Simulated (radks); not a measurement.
Excited configurations of Ce I: one electron is placed in a higher orbital outside [Xe] 4f1 5d2. The ground configuration is [Xe] 4f1 5d1 6s2. All-electron calculation, Dirac Kohn-Sham, LDA (Slater exchange, Perdew-Wang correlation), spin-unpolarised, spherical densities, finite nucleus; open shells fill j = l - 1/2 first; Fermi nuclear charge, rms radius 4.8771 fm. Program: a radial shooting solver on a logarithmic mesh with Libxc functionals. Excitation = E - E(ground); binding = E(ion) - E, where the ion is the core of charge +1; n* = 1/sqrt(2 binding) in atomic units, and the quantum defect is n - n*.

| outer orbital | excitation (eV) | binding (eV) | n* | eigenvalue (eV) | <r> (bohr) |
|---|---|---|---|---|---|
| 5f5/2 | 5.454 | 0.926 | 3.834 | -0.433 | 16.99 |
| 6s1/2 | 0.835 | 5.544 | 1.567 | -3.338 | 4.491 |
| 6p1/2 | 2.980 | 3.399 | 2.001 | -1.732 | 5.900 |
| 6d3/2 | 4.902 | 1.477 | 3.035 | -0.725 | 11.64 |
| 6f5/2 | 5.732 | 0.647 | 4.587 | -0.371 | 28.64 |
| 7s1/2 | 4.342 | 2.037 | 2.585 | -1.220 | 10.72 |
| 7p1/2 | 4.829 | 1.550 | 2.963 | -0.907 | 13.35 |
| 7d3/2 | 5.466 | 0.913 | 3.860 | -0.534 | 21.62 |
| 7f5/2 | 5.909 | 0.470 | 5.379 | -0.293 | 42.90 |

The Delta-SCF ionisation energy is 6.379 eV (NIST Atomic Spectra Database: 5.539 eV, measured). Self-interaction in the functional shifts the binding energies and quantum defects, so they are the method's values and not measured ones. Spin polarisation and multiplet splitting are left out, so open shells lie too high by an amount that depends on their filling.

Beside tabulated values, note that spin-unpolarised runs miss the spin-polarisation part of the exchange energy of open shells.
